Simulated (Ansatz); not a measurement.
Two structures of H$_{2}$BrO$_{2}$, doublet, reached by relaxing down either side of one saddle point (PBE0-D4/def2-TZVP). Energies are electronic, without zero-point energy. Ansatz 0.2.0; basis: def2-TZVPP and def2-QZVPP; cores frozen in the correlated methods; orbitals are unrestricted. Filled d shells of the heavier atoms are correlated. The def2 sets are not built for correlating such inner shells, so the correlated values are less sure here. Extrapolation: Hartree–Fock as exp(−7.88 √X), correlation as X^−2.97. First:

H1  (0.634, -1.164, -0.118)
Br2  (1.195, -2.273, -0.837)
O3  (-0.156, 0.388, 0.804)
O4  (-0.639, 1.139, -0.148)
H5  (-1.033, 1.910, 0.300)
(Å)

Second:

```
5
angstrom
H 1.0926 0.0730 0.6903
Br -0.0109 -1.8038 -1.1148
O 0.1415 -0.0823 0.7947
O -0.4099 1.0885 0.2167
H -0.8133 0.7246 -0.5871
```

(1) Which bonds change from the first to the second?

(2) Give the saddle point's structure and its height above each. (An estimate is asked for; the value comes from the calculation.)

No T1 diagnostic of these runs exceeds 0.029. ⟨S²⟩ of the unrestricted Hartree–Fock references: 0.76 to 0.80 (a pure state has 0.75).

## Answers

(1) HO₂ ([O][OH]) + HBr → H₂O₂ ([OH][OH]) + Br; bonds formed: H1–O3; bonds broken: H1–Br2.

(2) Computed: 61.0 kJ/mol above the first and 60.2 kJ/mol above the second (CCSD(T) at an estimated basis limit (MP2 extrapolated from triple and quadruple zeta, plus CCSD(T) − MP2 in triple zeta)).
```tsv
atom	x (Å)	y (Å)	z (Å)
H1	0.5981	-0.6548	0.1137
Br2	0.7674	-2.0150	-0.8376
O3	-0.0004	0.1275	0.7397
O4	-0.2053	1.1886	-0.0482
H5	-1.1598	1.3536	0.0323
```

Labels in which every atom is bracketed show which atoms are joined, not bond orders.

For scale, one of the runs: CCSD(T)/def2-TZVPP, 138 basis functions, launched by `ansatz run in.yaml --threads 4 --pin off --events-out ev --progress --plain --max-ram 9574MiB`. Time: 54 s of wall clock on 4 CPU threads of a Oxide Virtual Turin-like; the host was shared. Peak host memory: 2.1 GiB.
